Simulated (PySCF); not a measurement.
## Bond curve of NaBr

Set-up: Na 6-31G(d,p), Br 6-31G(d,p); no relativity (PySCF 2.14). Energies in eV from Na + Br in their ground configurations at the same level. State: ¹Σ⁺ (singlet), closed shell.

All columns are r²SCAN. A positive dipole means Na(−)Br(+).

| R (Å) | E (eV) | μ (D) | Mulliken charge on Na (basis-dependent) | HOMO (eV) | LUMO (eV) | Mayer bond order | ⟨S²⟩ |
| --- | --- | --- | --- | --- | --- | --- | --- |
| 2.167 | -3.304 | -7.81 | 0.58 | -5.62 | -1.39 | 0.80 | 0.00 |
| 2.268 | -3.608 | -8.18 | 0.57 | -5.50 | -1.46 | 0.80 | 0.00 |
| 2.369 | -3.775 | -8.55 | 0.57 | -5.37 | -1.53 | 0.79 | 0.00 |
| 2.444 | -3.833 | -8.83 | 0.57 | -5.28 | -1.58 | 0.78 | 0.00 |
| 2.520 | -3.850 | -9.12 | 0.58 | -5.20 | -1.64 | 0.76 | 0.00 |
| 2.596 | -3.834 | -9.42 | 0.59 | -5.11 | -1.70 | 0.74 | 0.00 |
| 2.696 | -3.775 | -9.83 | 0.61 | -5.00 | -1.78 | 0.71 | 0.00 |
| 2.822 | -3.661 | -10.35 | 0.63 | -4.86 | -1.89 | 0.67 | 0.00 |
| 2.974 | -3.487 | -11.00 | 0.65 | -4.71 | -2.02 | 0.62 | 0.00 |
| 3.175 | -3.227 | -11.87 | 0.68 | -4.52 | -2.19 | 0.57 | 0.00 |

A fit through these points gives, at Re = 2.517 Å, μ = -9.11 D and dμ/dR = -3.89 D/Å; the reduced mass is 17.8 u.

Problem. How strong is the fundamental in the double-harmonic approximation, I = 42.26·(dμ/dR)²/μred km/mol?

Solution. I = 42.26·(-3.89)²/17.8 = 35.9 km/mol at r²SCAN.
